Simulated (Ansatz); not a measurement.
Input file for `F[SiH]1O[CH2][AlH]1`:

```yaml
crystal:
  periodic: [false, false, false]
  atoms:
    - {symbol: F, position_ang: [1.395900, 1.528521, -1.554154]}
    - {symbol: Si, position_ang: [1.022659, 1.000862, -0.082514]}
    - {symbol: O, position_ang: [0.985468, -0.657275, -0.023743]}
    - {symbol: C, position_ang: [-0.360847, -1.203122, -0.016105]}
    - {symbol: Al, position_ang: [-1.318417, 0.518553, 0.340898]}
    - {symbol: H, position_ang: [2.134717, 1.495472, 0.770259]}
    - {symbol: H, position_ang: [-0.418114, -1.969443, 0.763548]}
    - {symbol: H, position_ang: [-0.559631, -1.700429, -0.971264]}
    - {symbol: H, position_ang: [-2.793235, 0.940560, 0.756076]}
basis:
  gaussian: {orbitals: def2-TZVPP}
correlation: {method: ccsd_t}
```

```sh
$ ansatz run in.yaml --threads 4 --pin off --events-out ev --progress --plain --max-ram 10444MiB
```

Output of Ansatz, abridged:

```
Functional definition: HF
1407 factors; integrals over basis functions are off by at most 1.2e-3 eV
mean field evaluation 1: about -20281.9183 eV, gradient 4.4e1 eV
mean field evaluation 2: about -20282.2313 eV, gradient 4.4e1 eV
mean field evaluation 4: about -20286.4306 eV, gradient 4.2e0 eV
mean field evaluation 8: about -20286.5188 eV, gradient 4.1e-1 eV
mean field evaluation 16: about -20286.5196 eV, gradient 1.4e-6 eV
mean field -20286.51958486 eV, -745.5158440469 hartree, gradient 1.4e-6 eV, S^2 0.000000; 0 other end points of the search recorded, 0 dependent functions left out
13 core orbitals not correlated: weight in the atoms' cores, before any rotation towards them, 1.000 or more for the frozen orbitals, at most 0.000 for the correlated occupied ones
reference -20286.51958486 eV, -745.5158440469 hartree; 14, 14 occupied and 206, 206 virtual orbitals, 1407 factors
second order -22.84943314 eV of doubles, -0.00000000 eV of singles
cycle   1  -22.98978778 eV  change   -1.4e-1 eV  update   1.2e-1
cycle   2  -23.57397241 eV  change   -5.8e-1 eV  update   3.6e-2
cycle   3  -23.72634899 eV  change   -1.5e-1 eV  update   2.0e-2
cycle   4  -23.71065967 eV  change    1.6e-2 eV  update   4.9e-3
cycle   5  -23.70731487 eV  change    3.3e-3 eV  update   2.8e-3
cycle   6  -23.70921452 eV  change   -1.9e-3 eV  update   1.1e-3
cycle   7  -23.70904148 eV  change    1.7e-4 eV  update   5.3e-4
cycle   8  -23.70876467 eV  change    2.8e-4 eV  update   2.1e-4
cycle   9  -23.70886442 eV  change   -1.0e-4 eV  update   9.1e-5
cycle  10  -23.70892251 eV  change   -5.8e-5 eV  update   3.5e-5
cycle  11  -23.70888354 eV  change    3.9e-5 eV  update   1.7e-5
cycle  12  -23.70889879 eV  change   -1.5e-5 eV  update   8.6e-6
perturbative correction -0.88096213 eV, -0.0323747613 hartree
Total energy: -20311.10944579 eV, -746.4195047682 hartree
```

It took 24 s on 4 threads of an AMD EPYC 9R45 on a shared host, with 4 GiB of host memory at the peak.

The correlation energy is -24.590 eV, 3.6 % of it from (T); the T1 diagnostic reads 0.0140.
